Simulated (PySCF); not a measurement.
Ru: electron affinity

Ru⁻ [Kr] 4d7 5s2 (4F) → Ru [Kr] 4d7 5s1 (5F), as a difference of total energies. Calculation: PySCF 2.14, in def2-QZVPPD with the def2 core potential (28 electrons) (7s5p4d4f2g, 88 functions); scalar relativity through the core potential. Correlated levels: valence: 4s2 4p6 frozen. The calculations carry no spin-orbit coupling.

Problem. Order these methods by the electron affinity they give, lowest first.
A. CCSD (valence)
B. MP2 (valence)
C. UHF
D. CCSD(T) (valence)

Solution. C (-0.331 eV), B (0.675 eV), A (0.761 eV), D (0.907 eV).

The reference lies between the lowest fine-structure levels, while these numbers refer to the centres of the terms.

Errors of the correlated levels include the incompleteness of this basis and the frozen core.

A negative affinity means that the anion lies above the atom at that level of theory.

The coupled-cluster amplitudes are large for Ru⁻ (T1 above 0.03 or a double amplitude above 0.15), so a single reference is strained.

For comparison: 1.046 eV (measured; photodetachment measurements, as compiled on the Wikipedia data page of electron affinities).
